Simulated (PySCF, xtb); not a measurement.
CH₇F₂NSi₂, SMILES C([SiH2]F)(N)[SiH2]F. Other conformers were not sampled.

Harmonic wavenumbers (cm⁻¹) from GFN2-xTB in xtb at its own minimum, in rising order: 46, 51, 107, 141, 191, 245, 284, 342, 484, 529, 569, 587, 605, 720, 726, 752, 767, 794, 817, 844, 950, 1064, 1079, 1112, 1308, 1563, 2307, 2312, 2350, 2367, 2921, 3383, 3416.

**Question.** What does PBE-D3(BJ)/def2-SVP in PySCF give at its own minimum? (An estimate is asked for; the answer gives what the named calculation found.)

**Answer.** 34, 66, 99, 149, 195, 245, 267, 388, 525, 585, 624, 703, 731, 780, 808, 820, 837, 881, 897, 918, 939, 1003, 1063, 1099, 1295, 1580, 2155, 2168, 2177, 2193, 2951, 3393, 3479. Paired by order, the mean absolute difference is 58 cm⁻¹ and the zero-point energies are 51.1 and 51.5 kcal/mol.
